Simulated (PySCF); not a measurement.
**W: electron affinity**

W⁻ [Xe] 4f14 5d5 6s2 (6S) → W [Xe] 4f14 5d4 6s2 (5D), as a difference of total energies. Calculation: PySCF 2.14, in aug-cc-pVDZ-PP with ECP60MDF; a scalar-relativistic core potential. Correlated levels: valence: 5s2 5p6 frozen. The calculations carry no spin-orbit coupling.

```
           method  electron affinity (eV)
              UHF                   0.897
    MP2 (valence)                   1.024
SCS-MP2 (valence)                   0.459
   CCSD (valence)                   1.289
CCSD(T) (valence)                   1.313
```

Problem. How much does correlation contribute at CCSD(T) (valence)?

Solution. 1.313 − (0.897) = 0.416 eV, measured against UHF.

The reference lies between the lowest fine-structure levels, while these numbers refer to the centres of the terms.

Errors of the correlated levels include the incompleteness of this basis and the frozen core.

The coupled-cluster amplitudes are large for W⁻ (T1 above 0.03 or a double amplitude above 0.15), so a single reference is strained.

For comparison: 0.817 eV (measured; photodetachment measurements, as compiled on the Wikipedia data page of electron affinities).
